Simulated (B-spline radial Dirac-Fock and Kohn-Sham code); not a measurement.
Photoemission from Ga⁺ at 6820 eV, detector at θ = 90°, φ = 0°

System: gallium as Ga⁺, configuration [Ar] 3d10 4s2. These are calculated numbers from a radial finite-basis atomic code; the model is Dirac-Hartree-Slater photoionisation with a Latter tail; cross sections with all multipoles, angular parameters from the dipole term and its interference with E2. Thresholds are orbital energies of the model. For linearly polarised light dσ/dΩ = σ/(4π) [1 + β P₂(cos θ) + (δ + γ cos²θ) sin θ cos φ], with θ from the polarisation vector and φ the angle between the beam and the projection of the electron momentum on the plane normal to the polarisation. The dipole factor is 1 + βP₂ and the non-dipole term is the rest of the bracket. Open shells are filled statistically over j.

The run's input, task.json:

```json
{"items": [{
  "Z": 31,
  "q": 1,
  "cfg": [[1, 0, 2], [2, 0, 2], [2, 1, 6], [3, 0, 2], [3, 1, 6], [3, 2, 10], [4, 0, 2]],
  "A": 69,
  "rrms": 3.9973,
  "do": "xps",
  "hv": [60, 74.3, 85.6, 150, 200, 252.0, 262.0, 300, 316.0, 328.0, 400, 431.0, 533.0, 609.0, 1030.0, 1410.0, 1486.9, 2400.0, 2620.0, 2970.0, 2984.4, 4280.0, 6600.0, 6820.0, 8330.0, 12000, 12400.0, 12600.0, 12700.0]
}]}
```

Run with: `python xray2_run.py task.json out`

```tsv
subshell	threshold (eV)	σ (kb)	β	γ	δ	dipole factor	non-dipole term	dσ/dΩ (kb/sr)
2s	1299.0	4.41	2.00	0.73	0.000	0.001	0.000	≈ 0
2p1/2	1158.7	1.83	1.11	1.26	0.115	0.447	+0.115	0.0818
2p3/2	1130.2	3.35	1.11	1.27	0.114	0.443	+0.114	0.149
3s	166.0	0.661	2.00	0.87	0.000	0.001	0.000	≈ 0
3p1/2	119.3	0.234	1.04	1.25	0.115	0.481	+0.115	0.0111
3p3/2	115.5	0.429	1.04	1.26	0.114	0.478	+0.114	0.0202
3d3/2	35.57	0.0180	0.49	1.07	0.360	0.757	+0.360	0.00160
3d5/2	35.05	0.0256	0.48	1.07	0.364	0.759	+0.364	0.00229
4s	19.59	0.0521	2.00	0.88	0.000	0.001	0.000	≈ 0
```
